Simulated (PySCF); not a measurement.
## Vibration and rotation of BeO

RHF-CCSD(T) constants of BeO, ¹Σ⁺ (singlet), closed shell (basis Be x2c-TZVPPall, O x2c-TZVPPall; spin-free X2C with a Gaussian nucleus; PySCF 2.14; masses 9.0122 and 15.9949 u):

```
ωe           : 1433.3 cm⁻¹
ωexe         : 12.0 cm⁻¹
Be           : 1.6131 cm⁻¹
αe           : 0.0196 cm⁻¹
De to Be + O : 4.04 eV
```

**Question.** What force constant and bond length do these constants imply?

**Answer.** Reduced mass μred = 5.7643 u; k = 5.8918×10⁻⁷·μred·ωe² (u, cm⁻¹, mdyn/Å) = 6.98 mdyn/Å; Re = √(16.8576/(μred·Be)) (u, cm⁻¹, Å) = 1.346 Å.

**Question.** Estimate the centrifugal constant D from the Kratzer relation and find the Dunham coefficient a1.

**Answer.** D = 4Be³/ωe² = 8.17e-06 cm⁻¹; a1 = −1 − αeωe/(6Be²) = -2.80.

Measured values (Huber and Herzberg, Constants of Diatomic Molecules (1979)): ωe = 1487.32 cm⁻¹, ωexe = 11.83 cm⁻¹, Be = 1.651 cm⁻¹, αe = 0.019 cm⁻¹.

Correlated steps freeze 1 core orbital. Where the molecule has an RHF reference, its open-shell atoms are computed with UHF. The CCSD T1 diagnostic is raised, a sign that a single reference may not be enough here.
